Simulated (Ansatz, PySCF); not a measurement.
This Ansatz (an electronic-structure program) input computes a B3LYP/def2-TZVPD energy:

Ansatz 0.2 input:
```yaml
crystal:
  periodic: [false, false, false]
  atoms:
    - {symbol: B, position_ang: [0.03941277, 0.01004859, -0.00369542]}
    - {symbol: N, position_ang: [1.49189406, 0.09399543, -0.17175893]}
    - {symbol: N, position_ang: [-0.60221362, -1.24190760, 0.22271853]}
    - {symbol: N, position_ang: [-0.69452148, 1.21605428, -0.13536449]}
    - {symbol: H, position_ang: [2.01071924, -0.43233212, 0.53387136]}
    - {symbol: H, position_ang: [-0.08397302, -2.10029770, 0.28301268]}
    - {symbol: H, position_ang: [-1.58549939, -1.38622622, 0.06654916]}
    - {symbol: H, position_ang: [-0.23121413, 2.08236150, -0.34444368]}
    - {symbol: H, position_ang: [-1.67320935, 1.30925674, 0.07032175]}
basis:
  gaussian:
    orbitals: def2-TZVPD
hamiltonian:
  xc: {name: B3LYP}
magnetization: {spin_polarized: true, initial_magnetization: 1}
output: {forces: true}
```

Q: Write an input for the same energy in PySCF and say what it gives.

A: 
```python
from pyscf import gto, scf, dft

mol = gto.M(
    atom='''
    B     0.03941277    0.01004859   -0.00369542
    N     1.49189406    0.09399543   -0.17175893
    N    -0.60221362   -1.24190760    0.22271853
    N    -0.69452148    1.21605428   -0.13536449
    H     2.01071924   -0.43233212    0.53387136
    H    -0.08397302   -2.10029770    0.28301268
    H    -1.58549939   -1.38622622    0.06654916
    H    -0.23121413    2.08236150   -0.34444368
    H    -1.67320935    1.30925674    0.07032175
    ''',
    basis='def2-tzvpd',
    charge=0,
    spin=1,
    verbose=4,
)

mf = dft.UKS(mol, xc='b3lyp').density_fit(auxbasis='def2-universal-jkfit')
mf.grids.level = 3
mf.conv_tol = 1e-9
mf.max_cycle = 100
mf.max_memory = 1500
mf.kernel()
if not mf.converged:
    mf = mf.newton()
    mf.kernel(mf.make_rdm1())
for _ in range(2):
    mo, _, stable, _ = mf.stability(return_status=True)
    if stable:
        break
    mf.kernel(mf.make_rdm1(mo, mf.mo_occ))
mf.analyze()
```
It gives -192.25101 Eh, and Ansatz -192.25095 Eh, a difference of 0.06 mEh, from the treatment of integrals and grids.

It need not be the lowest isomer of its formula.
